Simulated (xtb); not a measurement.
xtb input (GFN2-xTB):

```bash
xtb mol.xyz --gfn 2 --sp --chrg -1 --uhf 0
```
mol.xyz:
```
15

Si    -0.81529844    -0.42457073    -0.43167941
C     -1.69616817     1.20470600    -1.05335459
C     -1.90122223    -0.66086785     1.17518479
N      0.65574951     0.34316377     0.34573055
Si     2.24419145    -0.16833822     0.06851668
H     -2.71925854     0.99729374    -1.39017010
H     -1.15583139     1.64448741    -1.89803600
H     -1.75522452     1.96596569    -0.25927287
H     -2.93169716    -0.93601216     0.91902239
H     -1.49688033    -1.45783383     1.80781077
H     -1.94296408     0.25925771     1.77950217
H      0.52804783     1.12196207     0.98570233
H      2.72162704    -0.07056817    -1.34517124
H      3.18744751     0.68695498     0.86668005
H      2.55432722    -1.57595741     0.46711592
```

End of the output:

```
         :::::::::::::::::::::::::::::::::::::::::::::::::::::
         ::                     SUMMARY                     ::
         :::::::::::::::::::::::::::::::::::::::::::::::::::::
         :: total energy             -15.919757498559 Eh    ::
         :: gradient norm              0.015364692675 Eh/a0 ::
         :: HOMO-LUMO gap              2.852112658573 eV    ::
         ::.................................................::
         :: SCC energy               -16.097396982135 Eh    ::
         :: -> isotropic ES            0.127163128230 Eh    ::
         :: -> anisotropic ES          0.005287798514 Eh    ::
         :: -> anisotropic XC         -0.001871751864 Eh    ::
         :: -> dispersion             -0.012665393769 Eh    ::
         :: repulsion energy           0.177639483576 Eh    ::
         :: add. restraining           0.000000000000 Eh    ::
         :: total charge              -1.000000000000 e     ::
         :::::::::::::::::::::::::::::::::::::::::::::::::::::

           -------------------------------------------------
          |                Property Printout                |
           -------------------------------------------------

    * Orbital Energies and Occupations

         #    Occupation            Energy/Eh            Energy/eV
      -------------------------------------------------------------
         1        2.0000           -0.5322458             -14.4831
       ...           ...                  ...                  ...
         4        2.0000           -0.3745244             -10.1913
         5        2.0000           -0.3476343              -9.4596
         6        2.0000           -0.2890308              -7.8649
         7        2.0000           -0.2871772              -7.8145
         8        2.0000           -0.2805187              -7.6333
         9        2.0000           -0.2795295              -7.6064
        10        2.0000           -0.2752240              -7.4892
        11        2.0000           -0.2631135              -7.1597
        12        2.0000           -0.2626398              -7.1468
        13        2.0000           -0.2142987              -5.8314
        14        2.0000           -0.1966497              -5.3511
        15        2.0000           -0.1708258              -4.6484
        16        2.0000           -0.1027791              -2.7968 (HOMO)
        17                          0.0020341               0.0554 (LUMO)
        18                          0.0189559               0.5158
        19                          0.0191358               0.5207
        20                          0.0551772               1.5014
        21                          0.0553069               1.5050
        22                          0.1333630               3.6290
        23                          0.1436421               3.9087
        24                          0.1988411               5.4107
        25                          0.2323640               6.3229
        26                          0.2458027               6.6886
        27                          0.2736144               7.4454
       ...                                ...                  ...
        40                          0.8527552              23.2046
      -------------------------------------------------------------
                  HL-Gap            0.1048132 Eh            2.8521 eV
             Fermi-level           -0.0503725 Eh           -1.3707 eV

     #   Z          covCN         q      C6AA      α(0)
     1  14 Si       2.638     0.189   189.583    30.234
     2   6 C        3.635    -0.163    24.111     7.066
     3   6 C        3.635    -0.163    24.111     7.066
     4   7 N        2.494    -0.456    32.027     8.404
     5  14 Si       3.639     0.440    99.097    19.092
     6   1 H        0.924    -0.067     4.547     3.335
     7   1 H        0.924    -0.063     4.423     3.289
     8   1 H        0.923    -0.045     3.969     3.115
     9   1 H        0.924    -0.067     4.547     3.335
    10   1 H        0.924    -0.063     4.424     3.289
    11   1 H        0.923    -0.045     3.969     3.116
    12   1 H        0.861     0.091     1.877     2.146
    13   1 H        0.908    -0.192    10.256     5.010
    14   1 H        0.905    -0.204    11.102     5.213
    15   1 H        0.908    -0.192    10.264     5.012

 Mol. C6AA /au·bohr⁶  :       3853.166814
 Mol. C8AA /au·bohr⁸  :     127851.279050
 Mol. α(0) /au        :        108.721455

Wiberg/Mayer (AO) data.
largest (>0.10) Wiberg bond orders for each atom

 ---------------------------------------------------------------------------
     #   Z sym  total        # sym  WBO       # sym  WBO       # sym  WBO
 ---------------------------------------------------------------------------
     1  14 Si   2.422 --     2 C    0.828     3 C    0.828     4 N    0.757
     2   6 C    3.898 --     6 H    1.006     7 H    1.006     8 H    0.991
                             1 Si   0.828
     3   6 C    3.898 --     9 H    1.006    10 H    1.006    11 H    0.991
                             1 Si   0.828
     4   7 N    3.225 --     5 Si   1.353    12 H    0.971     1 Si   0.757
     5  14 Si   4.019 --     4 N    1.353    13 H    0.865    14 H    0.865
                            15 H    0.865
     6   1 H    0.995 --     2 C    1.006
     7   1 H    0.996 --     2 C    1.006
     8   1 H    0.998 --     2 C    0.991
     9   1 H    0.995 --     3 C    1.006
    10   1 H    0.996 --     3 C    1.006
    11   1 H    0.998 --     3 C    0.991
    12   1 H    0.992 --     4 N    0.971
    13   1 H    0.963 --     5 Si   0.865
    14   1 H    0.958 --     5 Si   0.865
    15   1 H    0.963 --     5 Si   0.865
 ---------------------------------------------------------------------------

Topologies differ in total number of bonds
Writing topology from bond orders to xtbtopo.mol

molecular dipole:
                 x           y           z       tot (Debye)
 q only:        0.419      -0.445      -0.334
   full:        0.345       0.752       0.663       2.694
molecular quadrupole (traceless):
                xx          xy          yy          xz          yz          zz
 q only:      -13.330       2.689       7.364       0.843       4.975       5.966
Note: The following floating-point exceptions are signalling: IEEE_UNDERFLOW_FLAG IEEE_DENORMAL
normal termination of xtb
  q+dip:      -10.836      -0.797       5.958      -1.975       2.254       4.879
   full:       -9.337      -0.142       4.861      -1.372       0.670       4.476

           -------------------------------------------------
          | TOTAL ENERGY              -15.919757498559 Eh   |
          | GRADIENT NORM               0.015364692675 Eh/α |
          | HOMO-LUMO GAP               2.852112658573 eV   |
           -------------------------------------------------

------------------------------------------------------------------------
------------------------------------------------------------------------
 total:
 SCF:
```

It need not be the lowest isomer of its formula. Whether it binds its extra electron was not tested at this geometry.
